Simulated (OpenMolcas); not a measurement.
**Worked example: vertical electron affinity of InNH2F2 (SMILES [NH2][In]([F])[F])**

The species is InNH2F2 (6 atoms), meant as a singlet with charge 0. As SMILES, `[NH2][In]([F])[F]`. Geometry: relaxed at PBE0-D4/def2-TZVP.

Both states at this one shape; open shells run unrestricted unless said. 1 Eh = 27.2114 eV.

```
                           level     program  singlet InNH2F2 (Eh)  doublet [InNH2F2]− (Eh)
   HF/def2-SVPD (core potential)  OpenMolcas           -443.570485              -443.566044
M06-L/def2-SVPD (core potential)  OpenMolcas           -445.764480              -445.770656
```

**Question.** Work out the vertical electron affinity, E(N) − E(N+1), at each level.

**Answer.** 
1. HF/def2-SVPD (core potential): -443.570485 − (-443.566044) = -0.004441 Eh = -0.12 eV.
2. M06-L/def2-SVPD (core potential): -445.764480 − (-445.770656) = 0.006176 Eh = 0.17 eV.

No measured value is set beside it here; the levels span -0.12 to 0.17 eV. Spin-orbit coupling, which splits open shells on such heavy atoms by tenths of an eV, is left out. A negative affinity means an unbound electron, and its size is set by the basis.
